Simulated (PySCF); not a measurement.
GeHF3, SMILES [F][GeH]([F])[F]. The structure is a stationary point at TPSSh-D3(BJ)/def2-SVP.

These are PySCF with TPSSh-D3(BJ)/def2-SVP values and carry that method's errors.

Harmonic wavenumbers (cm⁻¹): 222, 222, 276, 715, 715, 725, 764, 764, 2266. Rotational constants (GHz): 5.673, 5.673, 3.497; symmetry number 3.

Problem. Work out the zero-point energy and the ideal-gas rigid-rotor harmonic-oscillator thermochemistry at 298.15 K and 1 atm.

Solution. ZPE = ½ Σ hcν = ½ × 6668 cm⁻¹ = 39.88 kJ/mol. H − E(el) = 55.05 kJ/mol. Entropy in J/(mol K): translation 169.51, rotation 97.39, vibration 28.37, total 295.27. G − E(el) = -32.98 kJ/mol. Cp = 71.53 J/(mol K).
